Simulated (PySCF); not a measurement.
# Excited states of P³⁺ (phosphorus, charge +3)

Ground state [Ne] 3s2, ¹S. All numbers are calculated (PySCF 2.14, the spin-free X2C one-electron Hamiltonian (Gaussian nucleus), in aug-cc-pCVTZ-DK with one added diffuse shell each of s, p, d, f type (9s8p6d4f, 91 functions)). Vertical excitation energies in eV without spin-orbit coupling; excited terms of each kind are numbered among those the solver found. Frozen: nothing.

| term | leading excitation | EOM-EE-CCSD |
| --- | --- | --- |
| 1 3P° | 3s → p | 8.455 |
| 1 1P° | 3s → p | 13.122 |
| 1 3D | 3s → d | 23.751 |
| 1 1D | 3s → d | 27.729 |
| 1 3S | 3s → s | 28.076 |
| 1 1S | 3s → s | 28.983 |
| 2 3P° | 3s → p | 31.794 |
| 2 1P° | 3s → p | 31.930 |
| 1 1F° | 3s → f | 36.456 |
| 2 3D | 3s → d | 36.469 |
| 2 1D | 3s → d | 36.784 |
| 1 3F° | 3s → f | 37.733 |

Doubly excited terms such as np² are absent. The solver can miss terms.
